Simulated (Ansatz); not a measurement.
The first iterations of a band of H4Sn + HO (7 atoms, charge 0, multiplicity 2).

Level of theory: Ansatz, UHF/def2-mTZVP.

```
movable images  : 2
climbing image  : yes
spring          : 5.0 eV/Å²
optimiser       : quadratic models (default)
start path      : through a guess of the saddle point
force threshold : 0.03 eV/Å
iteration limit : 60
end points      : relaxed
```

Image 0:

```xyz
7
Properties=species:S:1:pos:R:3
Sn -0.025 -0.039 -0.278
H -0.151 -0.231 1.420
H 1.626 0.016 -0.704
H -0.795 1.416 -0.725
H -0.784 -1.363 -1.038
O -0.188 -0.299 4.736
H -0.195 -0.300 3.779
```

Image 3:

```xyz
7
Properties=species:S:1:pos:R:3
Sn 0.032 0.049 -0.788
H -0.074 -0.111 3.274
H 1.657 0.055 -1.325
H -0.773 1.459 -1.332
H -0.772 -1.345 -1.375
O -0.049 -0.076 4.219
H -0.533 -0.832 4.515
```

| iteration | highest image above the first end (eV) | largest band force component (eV/Å) |
| --- | --- | --- |
| 1 | 6.615 | 44.566 |
| 2 | 3.172 | 25.334 |
| 3 | 1.152 | 14.110 |
| 4 | 0.310 | 3.344 |
| 5 | 0.133 | 0.993 |
| 6 | 0.169 | 0.913 |
| 7 | 1.129 | 5.941 |
| 8 | 0.209 | 1.242 |
| 9 | 0.109 | 0.533 |
| 10 | 0.064 | 0.188 |
| 11 | 0.048 | 0.403 |
| 12 | 0.046 | 0.363 |
| 13 | 0.032 | 0.682 |

Question: Does the band converge within its limit, and where does its top end?

Answer: It converged. It ended after 40 iterations with the highest image 0.013 eV above the first end. The order of the stationary point at the top wasn't checked. A band with more images between the same ends climbed to 0.66 eV, so this one has probably stepped over the top. So few images can step over the top or miss a turn of the path.

The run took 2.8 min on 1 thread of Arm Neoverse V2, with other jobs on the host, peak memory 0.2 GiB.
